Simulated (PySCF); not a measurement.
Compound: C3H11B2N.
Cartesian coordinates in Å at the PBE0-D3(BJ)/def2-SVP level; atoms count from 1:
```
atom  x, y, z in Å
B1     3.0957    0.0778    0.5187
N2     1.8606   -0.1305   -0.1411
B3     0.5585    0.0694    0.4076
C4    -0.7593   -0.1646   -0.4252
C5    -1.6825   -1.1542    0.2903
C6    -1.4619    1.1815   -0.6380
H7     4.1299   -0.1224   -0.0768
H8     3.0897    0.4555    1.6651
H9     1.9021   -0.4492   -1.1063
H10    0.4947    0.4503    1.5569
H11   -0.5066   -0.5800   -1.4199
H12   -2.6144   -1.3130   -0.2784
H13   -1.2084   -2.1389    0.4300
H14   -1.9644   -0.7802    1.2880
H15   -0.8289    1.9006   -1.1821
H16   -2.3925    1.0557   -1.2169
H17   -1.7333    1.6435    0.3255
```

Method: core-valence-separated Tamm–Dancoff BHandHLYP/aug-pcX-1 (pcseg-1 on H) in PySCF, non-relativistic, gas phase, PBE0-D3(BJ)/def2-SVP geometry. The energies are unshifted.

The lowest roots of each edge with f over 0.003 (five at most, numbered afresh; weaker and dark ones are left out), with transition dipoles (au) in the frame of the coordinates:

| root | edge | E (eV) | μx | μy | μz |
| --- | --- | --- | --- | --- | --- |
| 1 | C | 285.04 | 0.0146 | -0.0191 | -0.0456 |
| 2 | C | 285.44 | 0.0381 | 0.0216 | -0.0125 |
| 3 | C | 285.49 | 0.0299 | -0.0341 | 0.0127 |
| 4 | C | 285.99 | -0.0184 | 0.0383 | 0.0284 |
| 5 | C | 286.00 | 0.0351 | 0.0041 | -0.0454 |
| 6 | N | 398.41 | 0.0004 | 0.0459 | -0.0152 |
| 7 | N | 398.87 | 0.0007 | 0.0425 | -0.0146 |
| 8 | N | 399.66 | -0.0031 | 0.0137 | 0.0408 |
| 9 | B | 186.38 | 0.0006 | 0.1235 | -0.0405 |
| 10 | B | 186.50 | -0.0022 | -0.1353 | 0.0446 |
| 11 | B | 190.74 | 0.0427 | -0.0048 | -0.0137 |
| 12 | B | 191.13 | 0.0005 | 0.0163 | 0.0506 |
| 13 | B | 191.33 | -0.0084 | -0.0114 | -0.0343 |

Problem. What are the oscillator strengths?

Solution. f = (2/3) ΔE |μ|², with ΔE in hartree (27.2114 eV):

```
root  ΔE (Eh)  |μ|² (au)      f  core hole on
   1  10.4749   0.002657  0.019            C4
   2  10.4899   0.002074  0.015            C5
   3  10.4914   0.002218  0.016            C6
   4  10.5100   0.002612  0.018         C5/C6
   5  10.5103   0.003310  0.023         C5/C6
   6  14.6414   0.002338  0.023            N2
   7  14.6582   0.002020  0.020            N2
   8  14.6873   0.001862  0.018            N2
   9   6.8493   0.016893  0.077            B1
  10   6.8537   0.020300  0.093            B3
  11   7.0096   0.002034  0.009            B1
  12   7.0240   0.002826  0.013            B3
  13   7.0312   0.001377  0.006            B1
```

Problem. Molecules are fixed in this frame and the field points along (0, 1, 1)/√2. What effective strengths 3 f cos²θ do the roots have (θ between field and μ)?

Solution. root 1 (C4): 0.044, root 2 (C5): 0.001, root 3 (C6): 0.005, root 4 (C5/C6): 0.047, root 5 (C5/C6): 0.018, root 6 (N2): 0.014, root 7 (N2): 0.011, root 8 (N2): 0.044, root 9 (B1): 0.047, root 10 (B3): 0.056, root 11 (B1): 0.002, root 12 (B3): 0.031, root 13 (B1): 0.015. Root 10 is the strongest. Averaged over all orientations cos²θ is 1/3, which gives f back.

One conformer stands for the species.
